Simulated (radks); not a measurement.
Values are calculated unless marked as measured or tabulated.
Isoelectronic series with 9 electrons, all held in the configuration [He] 2s2 2p5, which need not be the ground one along the series. Level of theory: Dirac Kohn-Sham, BLYP, spin-unpolarised, spherical densities, finite nucleus; open shells fill j = l - 1/2 first; Fermi nuclear charge, rms radius of each element as measured or else 0.836 A^(1/3) + 0.57 fm (a radial shooting solver on a logarithmic mesh with Libxc functionals). Total energies (hartree) and orbital eigenvalues (hartree) (* marks an orbital that is empty in some or all of the ions):

| ion | E (hartree) | 3p1/2* | 3s1/2* | 2p3/2 | 2p1/2 | 2s1/2 |
|---|---|---|---|---|---|---|
| As24+ | -1841.94375 | -37.05342 | -38.71597 | -89.10817 | -90.55547 | -95.53449 |
| Se25+ | -1963.63664 | -40.04677 | -41.78194 | -95.95222 | -97.60428 | -102.7748 |
| Br26+ | -2089.39734 | -43.15910 | -44.96740 | -103.0492 | -104.9274 | -110.2908 |
| Kr27+ | -2219.24691 | -46.39099 | -48.27294 | -110.3993 | -112.5265 | -118.0843 |
| Rb28+ | -2353.20757 | -49.74305 | -51.69920 | -118.0029 | -120.4036 | -126.1572 |
| Sr29+ | -2491.30213 | -53.21592 | -55.24681 | -125.8601 | -128.5604 | -134.5114 |
| Zr31+ | -2779.98928 | -60.52678 | -62.70883 | -142.3366 | -145.7215 | -152.0721 |
| Nb32+ | -2930.63171 | -64.36619 | -66.62468 | -150.9565 | -154.7301 | -161.2830 |
| Mo33+ | -3085.50812 | -68.32923 | -70.66475 | -159.8313 | -164.0269 | -170.7840 |
| Tc34+ | -3244.64898 | -72.41670 | -74.82988 | -168.9612 | -173.6144 | -180.5774 |
| Ru35+ | -3408.07911 | -76.62941 | -79.12084 | -178.3466 | -183.4949 | -190.6658 |
| Rh36+ | -3575.83181 | -80.96819 | -83.53853 | -187.9878 | -193.6710 | -201.0518 |
| Pd37+ | -3747.93542 | -85.43392 | -88.08383 | -197.8851 | -204.1453 | -211.7381 |
| Ag38+ | -3924.42366 | -90.02751 | -92.75766 | -208.0390 | -214.9205 | -222.7274 |
| Cd39+ | -4105.32629 | -94.74990 | -97.56096 | -218.4498 | -225.9995 | -234.0226 |
| In40+ | -4290.68267 | -99.60207 | -102.4948 | -229.1178 | -237.3852 | -245.6269 |
| Sn41+ | -4480.52394 | -104.5850 | -107.5601 | -240.0435 | -249.0806 | -257.5431 |
| Sb42+ | -4674.88890 | -109.6999 | -112.7580 | -251.2273 | -261.0889 | -269.7748 |
| Te43+ | -4873.81247 | -114.9476 | -118.0895 | -262.6696 | -273.4134 | -282.3249 |
| I44+ | -5077.34096 | -120.3294 | -123.5560 | -274.3707 | -286.0576 | -295.1975 |
| Xe45+ | -5285.50858 | -125.8465 | -129.1585 | -286.3313 | -299.0248 | -308.3957 |
| Cs46+ | -5498.3618 | -131.5000 | -134.8982 | -298.5516 | -312.3189 | -321.9235 |
